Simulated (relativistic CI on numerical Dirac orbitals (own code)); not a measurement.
## Slater and spin-orbit integrals, O⁶⁺

Method of calculation: Dirac-Coulomb-Breit CI, separate exchange-only KLI orbitals for each configuration, a model potential for QED, unscaled Slater integrals (own radial code, finite nucleus).

Slater integrals F^k, G^k are unscaled and averaged over j, outside the closed core (none); ζ comes from projecting the Hamiltonian with its Breit term on Σ l·s of the shell.

- 1s2s: G^0(1s,2s) = 32152 cm⁻¹; <r>(1s) = 0.189, <r^2>(1s) = 0.04783, <r>(2s) = 0.8143, <r^2>(2s) = 0.7727 (bohr units).
- 1s2p: G^1(1s,2p) = 69877, ζ(2p) = 614.17 cm⁻¹; <r>(1s) = 0.189, <r^2>(1s) = 0.04785, <r>(2p) = 0.6992, <r^2>(2p) = 0.5891 (bohr units).
- 1s3s: G^0(1s,3s) = 8474.6 cm⁻¹; <r>(1s) = 0.1881, <r^2>(1s) = 0.04732, <r>(3s) = 1.862, <r^2>(3s) = 3.94 (bohr units).

Averages of the first 10 configurations, taken without configuration mixing, which lowers the lowest level and can move excited configurations by several eV; other configurations of the list can lie among them:

| Configuration | Parity | States | Average energy above the lowest level (eV) |
| --- | --- | --- | --- |
| 1s² | even | 1 | 0.0 |
| 1s2s | even | 4 | 561.9 |
| 1s2p | odd | 12 | 569.0 |
| 1s3s | even | 4 | 661.3 |
| 1s3p | odd | 12 | 663.3 |
| 1s3d | even | 20 | 664.0 |
| 1s4s | even | 4 | 695.3 |
| 1s4p | odd | 12 | 696.1 |
| 1s4d | even | 20 | 696.4 |
| 1s4f | odd | 28 | 696.4 |
